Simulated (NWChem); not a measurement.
System: C5H5N; SMILES C#CC(N)C#C

NWChem input:

```
start job
memory heap 200 mb stack 900 mb global 1100 mb
geometry units angstroms noautosym nocenter noautoz
  C      0.954117    -2.237904    -0.152138
  C      0.330074    -1.234087     0.103620
  C     -0.424514    -0.009582     0.407839
  N     -1.729613    -0.039244    -0.237792
  C      0.385358     1.186608     0.096307
  C      0.996037     2.198167    -0.168871
  H      1.506740    -3.131449    -0.376897
  H     -0.599920    -0.006091     1.500417
  H     -1.604870    -0.034374    -1.249147
  H     -2.236864     0.812291    -0.003044
  H      1.549070     3.088731    -0.404854
end
basis spherical
  * library def2-svp
end
dft
  xc b3lyp
  iterations 150
end
cosmo
  dielec 1.5
end
task dft energy
```

Output (shortened):

```
             Northwest Computational Chemistry Package (NWChem) 7.3.0
             --------------------------------------------------------

                             Geometry "geometry" -> ""
                             -------------------------

 Output coordinates in angstroms (scale by  1.889725989 to convert to a.u.)

  No.       Tag          Charge          X              Y              Z
 ---- ---------------- ---------- -------------- -------------- --------------
    1 C                    6.0000     0.95411700    -2.23790400    -0.15213800
    2 C                    6.0000     0.33007400    -1.23408700     0.10362000
    3 C                    6.0000    -0.42451400    -0.00958200     0.40783900
    4 N                    7.0000    -1.72961300    -0.03924400    -0.23779200
    5 C                    6.0000     0.38535800     1.18660800     0.09630700
    6 C                    6.0000     0.99603700     2.19816700    -0.16887100
    7 H                    1.0000     1.50674000    -3.13144900    -0.37689700
    8 H                    1.0000    -0.59992000    -0.00609100     1.50041700
    9 H                    1.0000    -1.60487000    -0.03437400    -1.24914700
   10 H                    1.0000    -2.23686400     0.81229100    -0.00304400
   11 H                    1.0000     1.54907000     3.08873100    -0.40485400

 Effective nuclear repulsion energy (a.u.)     184.9757289919

                                 NWChem DFT Module
                                 -----------------

 Summary of "ao basis" -> "ao basis" (spherical)
 ------------------------------------------------------------------------------
       Tag                 Description            Shells   Functions and Types
 ---------------- ------------------------------  ------  ---------------------
 C                          def2-svp                 6       14   3s2p1d
 N                          def2-svp                 6       14   3s2p1d
 H                          def2-svp                 3        5   2s1p

 in cosmo_initialize ...

 solvent parameters
 solvname_short: unkn
 solvname_long:  unknown
 dielec:        1.5000

          ---------------
          -cosmo- solvent
          ---------------
 Cosmo: York-Karplus, doi: 10.1021/jp992097l
 dielectric constant -eps-     =   1.50
 screen = (eps-1)/(eps    )    =   0.33333
 surface charge correction     = lagrangian

   van der Waals surface
 --------------------------

 ---------- ATOMIC COORDINATES (A.U.) ------------ VDWR(ANG.) --
     1    1.80301969   -4.22902535   -0.28749913     2.000
     2    0.62374942   -2.33208628    0.19581341     2.000
     3   -0.80221514   -0.01810735    0.77070396     2.000
     4   -3.26849464   -0.07416041   -0.44936172     1.830
     5    0.72822103    2.24236398    0.18199384     2.000
     6    1.88223700    4.15393331   -0.31911992     2.000
     7    2.84732574   -5.91758056   -0.71223206     1.300
     8   -1.13368442   -0.01151032    2.83537700     1.300
     9   -3.03276455   -0.06495744   -2.36054555     1.300
    10   -4.22706003    1.53500741   -0.00575233     1.300
    11    2.92731784    5.83685524   -0.76506313     1.300
 number of segments per atom =         32
 number of   points per atom =         32
 atom (   nspa,  nppa )
 ----------------------
    1 (     21,     0 )       0
    2 (     14,     0 )       0
    3 (      4,     0 )       0
    4 (     13,     0 )       0
    5 (     14,     0 )       0
    6 (     21,     0 )       0
    7 (     15,     0 )       0
    8 (     16,     0 )       0
    9 (     16,     0 )       0
   10 (     16,     0 )       0
   11 (     15,     0 )       0
 number of -cosmo- surface points =      165
 molecular surface =    141.149 angstrom**2
 molecular volume  =    116.338 angstrom**3
 G(cav/disp)       =      1.566 kcal/mol
 -lineq- algorithm             =   0
 -bem- low  level              =   2
 -bem- from -octahedral-
 gaussian surface charge width =   4.50000
 degree of switching           =   1.00000
 switching function tolerance  =   0.00010
 atomic radii =
 --------------
    1  6.000  2.000
    2  6.000  2.000
    3  6.000  2.000
    4  7.000  1.830
    5  6.000  2.000
    6  6.000  2.000
    7  1.000  1.300
    8  1.000  1.300
    9  1.000  1.300
   10  1.000  1.300
   11  1.000  1.300
 ...... end of -cosmo- initialization ......

[...]

                                   COSMO solvation results
                                   -----------------------

                 gas phase energy =      -247.948728567069
                 sol phase energy =      -247.952665952208
 (electrostatic) solvation energy =         0.003937385139 (    2.47 kcal/mol)

                       DFT Final Molecular Orbital Analysis
                       ------------------------------------

 Vector   19  Occ=2.000000D+00  E=-2.809973D-01
              MO Center=  5.3D-01, -9.7D-02,  6.4D-02, r^2= 4.4D+00
   Bfn.  Coefficient  Atom+Function         Bfn.  Coefficient  Atom+Function
  ----- ------------  ---------------      ----- ------------  ---------------
     6      0.292703   1 C  pz               76      0.281450   6 C  pz
    20      0.278273   2 C  pz               62      0.261779   5 C  pz
    90     -0.187485   8 H  s                 9      0.179568   1 C  pz
    79      0.174604   6 C  pz               23      0.154561   2 C  pz
    65      0.143853   5 C  pz               34     -0.139555   3 C  pz

 Vector   20  Occ=2.000000D+00  E=-2.790416D-01
              MO Center=  5.9D-01, -6.1D-01, -4.6D-02, r^2= 4.1D+00
   Bfn.  Coefficient  Atom+Function         Bfn.  Coefficient  Atom+Function
  ----- ------------  ---------------      ----- ------------  ---------------
     4      0.263813   1 C  px               19      0.228741   2 C  py
    18      0.212389   2 C  px               61      0.211690   5 C  py
    74     -0.190758   6 C  px                5      0.186805   1 C  py
     6     -0.159255   1 C  pz                7      0.151149   1 C  px
    22      0.145300   2 C  py               64      0.134526   5 C  py

 Vector   21  Occ=2.000000D+00  E=-2.562621D-01
              MO Center= -1.1D+00,  2.1D-01, -1.4D-01, r^2= 3.0D+00
   Bfn.  Coefficient  Atom+Function         Bfn.  Coefficient  Atom+Function
  ----- ------------  ---------------      ----- ------------  ---------------
    47      0.405533   4 N  py               50     -0.315261   4 N  py
    46      0.251069   4 N  px               49     -0.216835   4 N  px
    60     -0.202481   5 C  px               45      0.200526   4 N  s
    74     -0.168428   6 C  px               77     -0.165679   6 C  px
    44      0.150180   4 N  s                48     -0.144908   4 N  pz

 Vector   22  Occ=0.000000D+00  E= 7.225879D-03
              MO Center=  1.5D-01,  6.4D-02, -4.3D-02, r^2= 5.6D+00
   Bfn.  Coefficient  Atom+Function         Bfn.  Coefficient  Atom+Function
  ----- ------------  ---------------      ----- ------------  ---------------
    45      0.610216   4 N  s                31      0.531375   3 C  s
    63      0.410956   5 C  px               21      0.369577   2 C  px
   101     -0.357899  10 H  s                35      0.313472   3 C  px
    91     -0.293533   8 H  s                78      0.283044   6 C  py
     7     -0.280198   1 C  px               77     -0.259456   6 C  px

 Vector   23  Occ=0.000000D+00  E= 2.124217D-02
              MO Center=  3.9D-01,  5.7D-02,  1.9D-01, r^2= 5.3D+00
   Bfn.  Coefficient  Atom+Function         Bfn.  Coefficient  Atom+Function
  ----- ------------  ---------------      ----- ------------  ---------------
    91      0.703422   8 H  s                79      0.365368   6 C  pz
    31     -0.353187   3 C  s                 9      0.349027   1 C  pz
    65     -0.287698   5 C  pz               23     -0.284307   2 C  pz
    45     -0.274326   4 N  s                37     -0.266165   3 C  pz
    64     -0.250051   5 C  py               77     -0.234560   6 C  px

 Vector   24  Occ=0.000000D+00  E= 4.728039D-02
              MO Center=  5.8D-01,  2.3D-01, -2.5D-02, r^2= 5.2D+00
   Bfn.  Coefficient  Atom+Function         Bfn.  Coefficient  Atom+Function
  ----- ------------  ---------------      ----- ------------  ---------------
    79      0.545809   6 C  pz                9     -0.494603   1 C  pz
    65     -0.479363   5 C  pz               23      0.394078   2 C  pz
    22     -0.337803   2 C  py               62     -0.331527   5 C  pz
    20      0.293892   2 C  pz               36     -0.295327   3 C  py
    76      0.294586   6 C  pz                6     -0.259133   1 C  pz

     Multipole analysis of the density
     ---------------------------------

     L   x y z        total         alpha         beta         nuclear
     -   - - -        -----         -----         ----         -------
     0   0 0 0     -0.000000    -21.000000    -21.000000     42.000000

     1   1 0 0     -0.000690      0.043783      0.043783     -0.088256
     1   0 1 0      0.456620      0.347729      0.347729     -0.238839
     1   0 0 1     -0.143845      0.379275      0.379275     -0.902395

     2   2 0 0    -25.679453    -97.813966    -97.813966    169.948478
     2   1 1 0     -2.512550     -0.243405     -0.243405     -2.025741
     2   1 0 1     -0.187493     -0.637112     -0.637112      1.086730
     2   0 2 0    -22.007376   -183.567460   -183.567460    345.127544
     2   0 1 1      0.063597      0.501487      0.501487     -0.939376
     2   0 0 2    -25.310354    -23.263829    -23.263829     21.217304
```

Level: B3LYP/def2-SVP, COSMO on the gas-phase geometry. Geometry: optimised at PBE0/def2-SVP. B3LYP is NWChem's, with the RPA form of VWN correlation. COSMO prints the solvation energy as gas minus solution, so a positive value is a stabilisation.
